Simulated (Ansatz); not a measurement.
All values below come from frozen-core CCSD(T)/cc-pVDZ // PBE-D3(BJ)/def2-SVP run with Ansatz (a first-principles code).

Ansatz 0.2 input:
```yaml
crystal:
  periodic: [false, false, false]
  atoms:
    - { symbol: O, position_ang: [-2.287922, 0.1034, 2.069865] }
    - { symbol: C, position_ang: [-2.422881, 0.110653, 0.862837] }
    - { symbol: C, position_ang: [-1.655555, -0.75548, -0.123446] }
    - { symbol: C, position_ang: [-1.121886, 0.094912, -1.295799] }
    - { symbol: C, position_ang: [0.081756, 0.950794, -0.876022] }
    - { symbol: C, position_ang: [1.202255, 0.09574, -0.250236] }
    - { symbol: Si, position_ang: [2.708101, 1.149688, 0.245585] }
    - { symbol: C, position_ang: [0.660657, -0.726316, 0.937188] }
    - { symbol: C, position_ang: [-0.550149, -1.585763, 0.542123] }
    - { symbol: H, position_ang: [-3.189372, 0.788804, 0.368219] }
    - { symbol: H, position_ang: [-2.44123, -1.435018, -0.534771] }
    - { symbol: H, position_ang: [-0.821198, -0.586298, -2.120603] }
    - { symbol: H, position_ang: [-1.933435, 0.738418, -1.700881] }
    - { symbol: H, position_ang: [-0.250485, 1.714934, -0.135871] }
    - { symbol: H, position_ang: [0.461803, 1.51701, -1.752496] }
    - { symbol: H, position_ang: [1.569468, -0.613838, -1.030282] }
    - { symbol: H, position_ang: [2.312677, 2.156689, 1.294973] }
    - { symbol: H, position_ang: [3.246688, 1.893299, -0.949568] }
    - { symbol: H, position_ang: [3.801174, 0.277298, 0.805106] }
    - { symbol: H, position_ang: [1.457786, -1.376584, 1.355075] }
    - { symbol: H, position_ang: [0.357008, -0.039869, 1.757219] }
    - { symbol: H, position_ang: [-0.225765, -2.377816, -0.167009] }
    - { symbol: H, position_ang: [-0.959493, -2.094658, 1.438291] }
basis:
  gaussian: { orbitals: cc-pVDZ }
correlation:
  method: ccsd_t
```

Output:

```
Functional definition: HF
1831 factors; integrals over basis functions are off by at most 8.6e-4 eV
mean field evaluation 1: about -17328.2731 eV, gradient 4.6e1 eV
mean field evaluation 2: about -17328.6207 eV, gradient 4.6e1 eV
mean field evaluation 4: about -17334.5449 eV, gradient 6.9e0 eV
mean field evaluation 8: about -17334.6993 eV, gradient 5.2e-1 eV
mean field evaluation 16: about -17332.7380 eV, gradient 2.8e1 eV
mean field -17334.70151643 eV, -637.0385308460 hartree, gradient 9.8e-6 eV, S^2 0.000000; 0 other end points of the search recorded, 0 dependent functions left out
13 core orbitals not correlated
reference -17334.70151643 eV, -637.0385308460 hartree; 26, 26 occupied and 161, 161 virtual orbitals, 1831 factors
second order -34.47000661 eV of doubles, -0.00000000 eV of singles
cycle   1  -35.86725738 eV  change    -1.4e0 eV  update   1.4e-1
cycle   2  -36.87606707 eV  change    -1.0e0 eV  update   4.2e-2
cycle   3  -37.11702728 eV  change   -2.4e-1 eV  update   2.2e-2
cycle   4  -37.11382571 eV  change    3.2e-3 eV  update   5.3e-3
cycle   5  -37.11467749 eV  change   -8.5e-4 eV  update   2.2e-3
cycle   6  -37.11512542 eV  change   -4.5e-4 eV  update   6.5e-4
cycle   7  -37.11462112 eV  change    5.0e-4 eV  update   2.5e-4
cycle   8  -37.11453962 eV  change    8.2e-5 eV  update   7.8e-5
cycle   9  -37.11456697 eV  change   -2.7e-5 eV  update   2.8e-5
perturbative correction -1.26152234 eV, -0.0463600907 hartree
Total energy: -17373.07760573 eV, -638.4488261158 hartree
```

Cost: about 6 core-minutes (a rough figure).
